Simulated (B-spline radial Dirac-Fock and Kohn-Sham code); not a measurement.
**How the settings move the core levels of F⁵⁺**

ΔSCF core binding energies without Breit or QED terms, calculated with an atomic code on a B-spline grid. Keys: rel is the Hamiltonian (dirac, or spin-free x2c and nr, where L3 and M5 stand for the whole 2p and 3d shells), method is hf or an exchange,correlation pair (spin-unpolarised, also for the hole states), nuc the nuclear model, radius_factor scales its radius, rmax is the box in bohr, h the logarithmic mesh step, order the B-spline order, points the quadrature points per cell, c_factor scales the speed of light, and damp, ndamp, maxit and tol steer the iteration. The run stops when the commutator error falls below 10·tol·max(1, Z/10), or the numerical noise floor, and the energy has settled to about 1e-8 Ha; the virial ratio is −V/T.

Base input:

```json
{"items": [{"Z": 9, "q": 5, "cfg": [[1, 0, 2], [2, 0, 2]], "A": 19, "rrms": 2.8976, "do": "settings", "holes": ["K", "L3", "M5"],
  "settings": [{"rel": "dirac", "method": "hf", "nuc": "fermi", "radius_factor": 1.0, "rmax": 45.0, "h": 0.3, "order": 8, "points": 10, "c_factor": 1.0, "maxit": 60, "damp": 0.5, "ndamp": 3, "tol": 1e-08}]}]}
```

The ground state converged in 8 iterations, with total energy -88.02720 Ha, virial ratio 1.99788 and highest orbital energy -154.34 eV. ΔSCF binding energies: K (1s) 868.6 eV. Holes are computed only in closed shells, and unreliable hole states are left out.

Changes from the base run:

```tsv
changed setting	Δ total energy (Ha)	Δ K (eV)	iterations
radius_factor = 2.0	?	?	?
c_factor = 1.5	+0.05181	-0.46	8
h = 0.12	0.00000	0.00	7
nuc = "gauss"; rmax = 30.0; h = 0.12	0.00000	0.00	7
rel = "nr"	+0.09315	-0.82	8
radius_factor = 2.0; h = 0.12; tol = 1e-06	+0.00008	0.00	7
order = 9	0.00000	0.00	8
```

Task: What does the change radius_factor = 2.0 do?

Result: The total energy moves by +0.00008 Ha and the binding energies by K 0.00 eV; the run takes 8 iterations.
